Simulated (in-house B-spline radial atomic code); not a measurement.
Xe⁸⁺. Computed with a B-spline radial atomic code. Model: all-electron spherical atom, spin shells full or empty, radial basis limit, no spin-orbit coupling, Breit or QED, empty-state partial waves extrapolated as (l+1/2)^-4, RPA, G0W0 and static COHSEX of the highest shell as one setting changes (uncorrelated shells keep exact exchange).

Given: element Xe; charge 8; filled core Kr; hamiltonian one-electron scalar X2C; mean-field start PBE0; highest l of empty states 9; nuclear rms radius 4.7859 fm; highest mean-field shell 4d.

Shell: 4d 5 5 (electrons up and down).

| lowest nl shells left uncorrelated | RPA correlation energy (hartree) | G0W0 level (eV) | G0W0 minus most complete (meV) | COHSEX level (eV) | linearised minus solved G0W0 (meV) |
| --- | --- | --- | --- | --- | --- |
| 0 | -3.6626 | -180.68 | 0 | -184.57 | -7.1 |
| 1 | -3.4822 | -180.68 | 0.2 | -184.57 | -7.1 |
| 2 | ? | ? | ? | ? | ? |
| 3 | -2.7254 | -180.66 | 15.9 | -184.58 | -7 |
| 4 | ? | ? | ? | ? | ? |
| 5 | -2.0071 | -180.61 | 62.1 | -184.51 | -7 |
| 6 | -1.1539 | -180.49 | 182 | -184.22 | -6.8 |
| 7 | -0.99339 | -180.56 | 111.9 | -184.2 | -7 |
| 8 | -0.56059 | -181.47 | -790 | -184.93 | -6.4 |

(1) What follows for lowest nl shells left uncorrelated = 4?

(2) What follows for lowest nl shells left uncorrelated = 2?

Answers

(1) RPA correlation energy -2.5437 hartree; G0W0 level -180.65 eV; G0W0 minus most complete 26.8 meV; COHSEX level -184.56 eV; linearised minus solved G0W0 -7 meV.

(2) RPA correlation energy -3.2863 hartree; G0W0 level -180.67 eV; G0W0 minus most complete 5.2 meV; COHSEX level -184.57 eV; linearised minus solved G0W0 -7.1 meV.
